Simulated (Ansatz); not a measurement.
Geometry optimisation, Ansatz, RKS LDA/def2-SVP.

The input (input.yaml):

```yaml
crystal:
  periodic: [false, false, false]
  atoms:
    - { symbol: In, position_ang: [-0.3869, -0.22, -0.3271] }
    - { symbol: H, position_ang: [1.7016, -0.6759, 0.4683] }
    - { symbol: O, position_ang: [-0.391, 0.4978, -2.134] }
    - { symbol: O, position_ang: [-1.8373, -1.0687, 0.6495] }
    - { symbol: H, position_ang: [1.454, 0.1843, 0.8711] }
    - { symbol: F, position_ang: [0.8178, 1.1711, 1.1537] }
    - { symbol: H, position_ang: [0.3494, 1.0885, -2.2761] }
    - { symbol: H, position_ang: [-1.7076, -0.9771, 1.5946] }
basis:
  gaussian: { orbitals: def2-SVP }
hamiltonian:
  xc: lda
relax:
  f_tol: 0.15
  max_steps: 25
  restrain:
    - { distance: [0, 5], at: 1.99, k: 30.0 }
    - { distance: [4, 1], at: 0.62, k: 30.0 }
    - { distance: [0, 1], at: 3.03, k: 30.0 }
    - { distance: [4, 5], at: 2.18, k: 30.0 }
```

Launched with:

```bash
$ ansatz run input.yaml --threads 2 --pin off --max-ram 3072MiB --backend cpu --events-out ev --progress --plain --runs-dir out
```

Q: Where does it end, and by what steps?

A: It converged. The restraints hold the end off the free minimum. After 7 steps the energy has fallen by 0.532 eV (the restraints' own energy left out); F6 moved furthest, 0.55 Å. Joined: H2–H5.

```
step  energy less start (eV)  largest force component (eV/Å)  accepted
   0                  0.0000                           1.721       yes
   1                 -0.0373                           1.774       yes
   2                 -0.2016                           3.633       yes
   3                 -0.3804                           4.156       yes
   4                 -0.5299                           2.063       yes
   5                 -0.5759                           1.701       yes
   6                 -0.5531                           2.145       yes
   7                 -0.5325                           2.496       yes
```

```xyz
8
Properties=species:S:1:pos:R:3
In -0.631 0.168 -0.233
H 2.097 -0.835 0.612
O -0.335 0.428 -2.161
O -1.817 -1.129 0.652
H 1.798 -0.217 0.812
F 0.346 1.400 0.973
H 0.296 1.169 -2.273
H -1.753 -0.984 1.619
```

Whether the end is a true minimum wasn't checked by a vibrational analysis.

Run time: 5.4 s on 2 threads of INTEL(R) XEON(R) PLATINUM 8581C CPU @ 2.10GHz (Emerald Rapids), on a shared host, peak memory 0.14 GiB.
